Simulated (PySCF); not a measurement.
Computed shifts of a molecule C2H6O2Si2, PBE/pcSseg-1 (PySCF), GIAO, gas phase, equivalent atoms averaged, in ppm (number of nuclei): ¹³C: 240.4 (1), 42.0 (1). ²⁹Si: -4.0 (1), -48.0 (1). ¹H: 6.03 (1), 5.84 (1), 5.33 (1), 5.01 (1), 2.67 (1), 2.28 (1). References: ¹⁷O against H2O (σ = 334.3 ppm); ¹³C against TMS (σ = 182.0 ppm); ²⁹Si against TMS (σ = 335.4 ppm); ¹H against TMS (σ = 31.49 ppm), references at their B3LYP-D3(BJ)/def2-TZVP geometries, non-relativistic. The structure is a stationary point at PBE0-D3(BJ)/def2-SVP. The values are those of a single conformer.

Task: Identify the compound among the candidates.
A. C[Si@H]1O[SiH2]C1=O
B. O=C1[SiH2]CO[SiH2]1
C. O=C1C[SiH2]O[SiH2]1
D. C#C[Si@H](O)[SiH2]O

Result: C, O=C1C[SiH2]O[SiH2]1
